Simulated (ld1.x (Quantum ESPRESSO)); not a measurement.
# boron, PAW: configuration errors across variants

| Item | Value |
| --- | --- |
| Element | boron (B) |
| Generator | ld1.x (Quantum ESPRESSO) 7.5 |
| Type | PAW |
| Functional | PBE |
| Relativity | scalar-relativistic |
| Frozen core | [He] |
| Valence charge | 3 |
| Reference configuration | 2s2 2p1 |
| Partial waves | 2s (bound): rcut 1.15, rcutus 1.60 bohr; 2s channel at 0.15 Ry: rcut 1.15, rcutus 1.60 bohr; 2p (bound): rcut 2.50, rcutus 3.35 bohr; 2p channel at 2.2 Ry: rcut 2.50, rcutus 3.35 bohr; 3d channel at 0.05 Ry: rcut 2.50, rcutus 2.65 bohr |
| Local potential | all-electron potential smoothed inside 1.75 bohr (lloc = -1) |
| Core correction | Bessel-smoothed model core inside 1.05 bohr |
| Augmentation charge | PSQ, inside the norm-conserving radii |

All-electron excitation energies from the reference (eV): (1) 2s2 2p0 8.220; (2) 2s1 2p0 33.642; (3) 2s2 2p0.5 2.887; (4) 2s2 2p1.3 -0.738; (5) 2s1 2p2 5.851; (6) 2s1 2p1 14.361; (7) 2s0 2p3 11.721.

The overlap operator is not positive definite (basis up to 400 Ry) in “base”, “waves 2p (bound): rcut 2.50, rcutus 4.90 bohr; 2p channel at 2.2 Ry: rcut 2.50, rcutus 4.90 bohr”, “waves 2s (bound): rcut 1.15, rcutus 2.06 bohr; 2s channel at 0.15 Ry: rcut 1.15, rcutus 2.06 bohr”, “core correction a·sin(br)/r model core, default radius (ld1.x builds one for every PAW set, though the input has nlcc=.false.)”, “wave 2p channel at 2.2 Ry: rcut 2.50, rcutus 3.35 bohr becomes 2p channel at 3 Ry: rcut 2.50, rcutus 3.35 bohr”, “all radii but the core radius scaled by about 0.79 (s 1.28, p 2.66, d 2.10 bohr, rcut 0.92/1.98/1.98); local potential all-electron potential smoothed inside 1.40 bohr (lloc = -1)”, “augmentation BESSEL, radius 1.10 bohr”. Such files are unfit for use, however small their errors in these radial tests.

1 further variants failed, have other tests or another functional or relativity, and are left out.

Errors AE − PS in meV (a dash: test not solved or not reliable):

```tsv
change	(1)	(2)	(3)	(4)	(5)	(6)	(7)	bound ghosts
base	-0.3	-4.6	+0.2	+0.1	-0.3	+3.7	-2.5	not determined (overlap not positive)
waves 2p (bound): rcut 2.50, rcutus 4.90 bohr; 2p channel at 2.2 Ry: rcut 2.50, rcutus 4.90 bohr	-0.3	-4.2	-3675	+5.2	+1.6	–	–	not determined (overlap not positive)
waves 2s (bound): rcut 1.15, rcutus 2.06 bohr; 2s channel at 0.15 Ry: rcut 1.15, rcutus 2.06 bohr	+0.6	+1.9	+0.3	+0.1	-0.5	+3.6	-2.4	not determined (overlap not positive)
core correction a·sin(br)/r model core, default radius (ld1.x builds one for every PAW set, though the input has nlcc=.false.)	0.0	-6.5	+0.2	+0.1	-0.4	+3.6	-2.6	not determined (overlap not positive)
local potential all-electron potential smoothed inside 2.82 bohr (lloc = -1)	+0.5	-0.7	0.0	-0.1	-0.5	+1.9	-2.4	none
wave 2p channel at 2.2 Ry: rcut 2.50, rcutus 3.35 bohr becomes 2p channel at 3 Ry: rcut 2.50, rcutus 3.35 bohr	-0.3	-4.6	-2.0	-1.3	-0.3	-12	-2.2	not determined (overlap not positive)
all radii but the core radius scaled by about 0.79 (s 1.28, p 2.66, d 2.10 bohr, rcut 0.92/1.98/1.98); local potential all-electron potential smoothed inside 1.40 bohr (lloc = -1)	-0.3	-4.9	+0.3	+0.2	-0.6	+1.6	-2.7	not determined (overlap not positive)
wave 3d channel at 0.05 Ry: rcut 2.50, rcutus 2.65 bohr becomes 3d channel at 0.05 Ry: rcut 2.50, rcutus 3.82 bohr	-0.3	-4.6	+0.2	+0.1	-0.3	+3.7	-2.5	none
added wave 3d channel at 2.2 Ry: rcut 2.50, rcutus 2.65 bohr	-0.3	-4.6	+0.2	+0.1	-0.3	+3.7	-2.5	none
augmentation BESSEL, radius 1.10 bohr	–	–	–	–	–	–	–	not determined (overlap not positive)
```

Question: Give the same row for: wave 3d channel at 0.05 Ry: rcut 2.50, rcutus 2.65 bohr becomes 3d channel at 0.05 Ry: rc 2.65 bohr; local potential the d channel.

Answer: -0.7, -6.2, -0.1, -0.2, -0.3, +1.8, -2.4; bound ghosts: none.
